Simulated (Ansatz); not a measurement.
```yaml
crystal:
  periodic: [false, false, false]
  atoms:
    - {symbol: N, position_ang: [-0.130849, 1.024164, 0.322038]}
    - {symbol: Si, position_ang: [0.062546, -0.559099, -0.261732]}
    - {symbol: S, position_ang: [0.665672, -1.722834, 1.363801]}
    - {symbol: Cl, position_ang: [-1.709602, -1.196382, -1.042108]}
    - {symbol: Cl, position_ang: [1.454431, -0.535401, -1.750953]}
    - {symbol: H, position_ang: [0.660268, 1.630381, 0.466152]}
    - {symbol: H, position_ang: [-0.941165, 1.291171, 0.857103]}
basis:
  gaussian: {orbitals: ANO-RCC-VTZP, final_grid: {core_spheres: 1, valence_spheres: 1, degree: 3}}
magnetization: {spin_polarized: true, initial_magnetization: 1}
hamiltonian: {xc: {name: PBE}}
accuracy: high
```

```sh
$ ansatz run in.yaml --threads 4 --pin off --events-out ev --progress --plain --max-ram 10444MiB
```

Shortened log:

```
Functional definition: PBE
3498 factors; integrals over basis functions are off by at most 3.9e-9 eV
mean field evaluation 1: about -45380.3713 eV, gradient 5.3e1 eV
mean field evaluation 2: about -45316.3719 eV, gradient 1.0e2 eV
mean field evaluation 4: about -45390.2224 eV, gradient 1.2e1 eV
mean field evaluation 8: about -45391.2500 eV, gradient 1.5e0 eV
mean field evaluation 16: about -45814.7285 eV, gradient 1.6e1 eV
mean field evaluation 32: about -45854.0178 eV, gradient 1.4e0 eV
mean field evaluation 96: about -45841.9266 eV, gradient 1.6e1 eV
mean field evaluation 128: about -45852.9867 eV, gradient 2.2e1 eV
mean field evaluation 160: about -45849.5089 eV, gradient 2.9e1 eV
mean field -45857.04363581 eV, -1685.2152705954 hartree, gradient 2.5e-8 eV, S^2 6.509825; 7 other end points of the search recorded, 0 dependent functions left out
reference -45857.04363582 eV, -1685.2152705957 hartree; 37, 36 occupied and 157, 158 virtual orbitals, 3498 factors
Total energy: -45857.04363582 eV, -1685.2152705957 hartree
Relativity: scalar
```

(1) Something in this input is off. What?

Answers

(1) The integration grid is far too coarse. The calculation finished and met its thresholds. The result belongs to that input, not to the molecule as meant.
